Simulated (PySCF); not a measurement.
Atom-mapped SMILES (the numbers label the heavy atoms): `[CH3:1][C:2]([CH3:3])([F:4])[c:5]1[cH:6][cH:7][cH:8][cH:9][cH:10]1`; H(Xn) means a hydrogen on atom n.

PySCF 2.14 calculation with σ from GIAO-PBE0/pcSseg-1 and geometry from PBE0-D3(BJ)/def2-SVP; a single conformation, non-relativistic Hamiltonian, one averaged value for each set of equivalent atoms, in vacuum.

δ = σ(ref) − σ, references computed at the same level: ¹³C (σ = 184.41 ppm), ¹H (σ = 31.27 ppm) against TMS; CFCl3 for ¹⁹F (σ = 177.25 ppm).

| atoms | nucleus | count | Hirshfeld charge | δ (ppm) |
| --- | --- | --- | --- | --- |
| F4 | ¹⁹F | 1 | -0.10 | ? |
| C7/C9 | ¹³C | 2 | -0.05 | 133.7 |
| C2 | ¹³C | 1 | 0.11 | 94.9 |
| H(C7)/H(C9) | ¹H | 2 | 0.05 | 7.49 |
| H(C6)/H(C10) | ¹H | 2 | 0.04 | 7.49 |
| H(C1)/H(C3) | ¹H | 6 | 0.04 | 1.54 |
| C1/C3 | ¹³C | 2 | -0.13 | ? |
| H(C8) | ¹H | 1 | 0.05 | 7.39 |
| C6/C10 | ¹³C | 2 | -0.05 | 128.8 |
| C8 | ¹³C | 1 | -0.05 | 132.3 |
| C5 | ¹³C | 1 | 0.00 | ? |

**Question.** Estimate the values marked ?.

**Answer.** 
- C5: 152.7 ppm, substituted aromatic carbon
- C1/C3: 31.6 ppm, methyl carbon; aliphatic region, no heteroatom directly attached
- F4: -173.9 ppm, fluorine on an sp3 carbon

Shifts are as computed. Against solution values, carbons near 30 ppm lie about +2 ppm off and those near 130 ppm about +5 ppm. Of 1211 compounds with measured shifts, 218 miss one by over three times the rms of a fit or turn the order of signals round; such compounds aren't used in these exercises. Unscaled 19F shifts against computed CFCl3 carry errors that often reach 10 to 50 ppm.
